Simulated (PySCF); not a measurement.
PySCF 2.14 output of an unrestricted BLYP calculation on a single atom or ion in x2c-TZVPPall with one added diffuse shell each of s, p, d, f type (12s8p8d5f2g, 129 functions), with scalar relativity by spin-free X2C-1e:

```
SCF conv_tol = 1e-09
number electrons alpha = 35  beta = 31
    A. D. Becke.,  Phys. Rev. A 38, 3098 (1988)
    C. Lee, W. Yang, and R. G. Parr.,  Phys. Rev. B 37, 785 (1988)
    B. Miehlich, A. Savin, H. Stoll, and H. Preuss.,  Chem. Phys. Lett. 157, 200 (1989)
cycle= 1 E= -12616.4093351315  delta_E= 0.05  |g|= 1.01  |ddm|= 0.706
cycle= 2 E= -12615.9054474543  delta_E= 0.504  |g|= 2.55  |ddm|= 1.18
cycle= 3 E= -12616.5133118608  delta_E= -0.608  |g|= 0.189  |ddm|= 0.788
cycle= 4 E= -12616.5182808183  delta_E= -0.00497  |g|= 0.0332  |ddm|= 0.127
cycle= 5 E= -12616.5184336487  delta_E= -0.000153  |g|= 0.000768  |ddm|= 0.0179
cycle= 6 E= -12616.5184337636  delta_E= -1.15e-07  |g|= 1.98e-05  |ddm|= 0.000752
cycle= 7 E= -12616.5184337637  delta_E= -8.55e-11  |g|= 2.44e-06  |ddm|= 2.66e-05
converged SCF energy = -12616.5184337637  <S^2> = 6.0016078  2S+1 = 5.0006431
```

The run itself started from symmetry-adapted Hartree-Fock orbitals and held the occupation by maximum overlap, on a logarithmic radial grid, so the iterations belong to that start.

**Question.** Which element, charge and spin multiplicity is this?

**Answer.** Ho⁺ (holmium, charge +1), multiplicity 5; the state was [Xe] 4f11 6s1, one real determinant.

⟨L²⟩ = 34.01 against 42 for a pure I term, so this real determinant mixes terms. Spin-orbit coupling, absent here, splits the open shell strongly.
